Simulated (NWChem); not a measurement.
System: SiH4O3; SMILES O[SiH](O)O

```xyz
8

Si     0.0780    -0.0053     0.4813
O     -1.3474     0.1970    -0.3444
O      0.5815    -1.5225     0.0660
O      1.2549     1.0760     0.0748
H     -0.1230     0.1912     1.9353
H     -1.8668     0.9796    -0.1403
H     -0.1096    -2.1090    -0.2555
H      1.6778     0.9361    -0.7784
```
Atoms are numbered in this order, from 1.

All runs: NWChem. STO-3G and 3-21G are far too small for this property and stand as cheap habits. Geometry: optimised at PBE0/def2-SVP. GIAO values for the isolated, static molecule; σ is the absolute isotropic shielding, δ = σ(reference) − σ with the isolated reference molecule computed at the same levels (1H: tetramethylsilane, 17O: water, 29Si: tetramethylsilane).

For level LDA (Slater exchange, VWN5)/pcSseg-1:

| Property | Value |
|---|---|
| δ Si1 (ppm) | -41.4 |
| δ O3 (ppm) | 67.8 |
| δ O4 (ppm) | 86.1 |
| δ H5 (ppm) | 4.99 |
| δ H6 (ppm) | 1.96 |
| δ H7 (ppm) | 1.82 |
| δ H8 (ppm) | 2.18 |

Estimate the same quantities for level Hartree-Fock/STO-3G.

The δ Si1 (ppm) comes out as -5.9 and the δ O3 (ppm) is -84.8. The δ O4 (ppm) is -79.6. The δ H5 (ppm) comes out as 2.44, the δ H6 (ppm) is -3.01 and the δ H7 (ppm) is -2.83. The δ H8 (ppm) is -2.60.
